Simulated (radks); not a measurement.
Fractional charge and spin in the 5p shell of platinum: the spin-up occupation runs from 2 to 3 and the spin-down occupation from 2 to 3; the fullest corner is Pt3+, [Kr] 4d10 4f14 5s2 5d(up 3.5, down 3.5) 5p(up 3, down 3). Method: scalar-relativistic Kohn-Sham, PBEsol, spin-polarised, spherical densities, point nucleus; computed with a radial shooting solver on a logarithmic mesh with Libxc functionals. Energy (eV) minus the two flat planes that join the four corners (they meet along the diagonal where the two added fractions sum to one electron); zero is where a piecewise linear energy would lie.

\begin{tabular}{lrrrrr}
down \ up & 2 & 2.25 & 2.5 & 2.75 & 3 \\ \hline
2 & 0.000 & -1.642 & -2.182 & -1.630 & 0.000 \\
2.25 & -1.642 & -2.121 & -1.510 & 0.178 & -1.555 \\
2.5 & -2.182 & -1.510 & 0.237 & -1.438 & -2.063 \\
2.75 & -1.630 & 0.178 & -1.438 & -2.005 & -1.540 \\
3 & 0.000 & -1.555 & -2.063 & -1.540 & 0.000 \\
\end{tabular}

Corners above the fullest one (they belong to Pt4+ and the next ion): (up 3, down 2) 98.965 eV, (up 2, down 3) 98.965 eV, (up 2, down 2) 215.87 eV. With half an added electron in each spin the energy lies 0.237 eV from the planes, and with half an added electron in spin up alone -2.182 eV. The planes are only a guide here: the flat-plane condition holds for ground states with one frontier orbital, while this shell lies below other occupied shells, so the corners above the fullest one are inner-hole states and not the ground states of those ions.
